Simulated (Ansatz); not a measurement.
Level of theory: PBE0-D3(BJ)/def2-TZVP in Ansatz (an electronic-structure program). No frequencies were computed at this level.

Ansatz 0.2 input:
```yaml
crystal:
  periodic: [false, false, false]
  atoms:
    - { symbol: F, position_ang: [-1.273988, -1.013704, -0.112149] }
    - { symbol: Ga, position_ang: [0.078096, 0.062166, 0.006863] }
    - { symbol: H, position_ang: [1.457846, -0.614589, 0.140337] }
    - { symbol: H, position_ang: [-0.261952, 1.566126, -0.03505] }
basis:
  gaussian: { orbitals: def2-tzvp }
hamiltonian:
  xc: pbe0
  dispersion: d3bj
relax:
  max_steps: 150
```

Output:

```
Functional definition: PBE0
657 factors; their error is unknown
mean field evaluation 1: about -55117.0697 eV, gradient 4.3e1 eV
mean field evaluation 2: about -55109.1085 eV, gradient 8.7e1 eV
mean field evaluation 4: about -55119.5765 eV, gradient 3.8e0 eV
mean field evaluation 8: about -55119.7860 eV, gradient 1.3e-2 eV
mean field -55119.78603894 eV, -2025.6147753980 hartree, gradient 3.9e-5 eV, S^2 0.000000; 0 other end points of the search recorded, 0 dependent functions left out
reference -55119.78606326 eV, -2025.6147762919 hartree; 21, 21 occupied and 70, 70 virtual orbitals, 657 factors
relax step   1: F+E_penalty+E_count = -55119.81348064 eV  Δ(F+E_penalty+E_count) = +0.000e0 eV  max|allowed force component| = 5.294e-1 eV/Å  Δτ_max = 0.0000 Å  (22 SCF iters, accepted)
these checks for a lower state are left out or cut short: starts, cluster_reference, orbital_swaps, neighbouring_geometries, increment
657 factors; their error is unknown
mean field evaluation 16: about -55119.7988 eV, gradient 1.3e-1 eV
mean field -55119.79883942 eV, -2025.6152458071 hartree, gradient 6.9e-6 eV, S^2 0.000000; 0 other end points of the search recorded, 0 dependent functions left out
reference -55119.79886373 eV, -2025.6152467004 hartree; 21, 21 occupied and 70, 70 virtual orbitals, 657 factors
relax step   2: F+E_penalty+E_count = -55119.82624271 eV  Δ(F+E_penalty+E_count) = -1.276e-2 eV  max|allowed force component| = 3.048e-1 eV/Å  Δτ_max = 0.0254 Å  (27 SCF iters, accepted)
these checks for a lower state are left out or cut short: starts, cluster_reference, orbital_swaps, neighbouring_geometries, increment
657 factors; their error is unknown
mean field -55119.80191039 eV, -2025.6153586632 hartree, gradient 6.5e-6 eV, S^2 0.000000; 0 other end points of the search recorded, 0 dependent functions left out
reference -55119.80193470 eV, -2025.6153595566 hartree; 21, 21 occupied and 70, 70 virtual orbitals, 657 factors
relax step   3: F+E_penalty+E_count = -55119.82929306 eV  Δ(F+E_penalty+E_count) = -3.050e-3 eV  max|allowed force component| = 1.387e-2 eV/Å  Δτ_max = 0.0101 Å  (28 SCF iters, accepted)
these checks for a lower state are left out or cut short: starts, cluster_reference, orbital_swaps, neighbouring_geometries, increment
657 factors; their error is unknown
mean field -55119.80192700 eV, -2025.6153592734 hartree, gradient 3.7e-5 eV, S^2 0.000000; 0 other end points of the search recorded, 0 dependent functions left out
reference -55119.80195131 eV, -2025.6153601669 hartree; 21, 21 occupied and 70, 70 virtual orbitals, 657 factors
relax step   4: F+E_penalty+E_count = -55119.82931165 eV  Δ(F+E_penalty+E_count) = -1.859e-5 eV  max|allowed force component| = 2.122e-3 eV/Å  Δτ_max = 0.0015 Å  (18 SCF iters, accepted)
657 factors; their error is unknown
mean field evaluation 32: about -55119.6035 eV, gradient 1.2e-1 eV
mean field -55119.80192700 eV, -2025.6153592734 hartree, gradient 3.7e-5 eV, S^2 0.000000; 1 other end points of the search recorded, 0 dependent functions left out
reference -55119.80195131 eV, -2025.6153601669 hartree; 21, 21 occupied and 70, 70 virtual orbitals, 657 factors
Total energy: -55119.82933596 eV, -2025.6163665342 hartree
Atom 0 at    -1.275004    -1.014532    -0.112309 Å, force    -0.000772    -0.000577     0.000387 eV/Å
Atom 1 at     0.098066     0.078051     0.008884 Å, force     0.001833     0.001329    -0.001568 eV/Å
Atom 2 at     1.468040    -0.647083     0.141413 Å, force    -0.001906     0.001371     0.000450 eV/Å
Atom 3 at    -0.291100     1.583563    -0.037987 Å, force     0.000844    -0.002122     0.000730 eV/Å
Dipole moment:     0.362760     0.288673     0.032235 e Å
```

Cost: roughly 9 core-seconds.
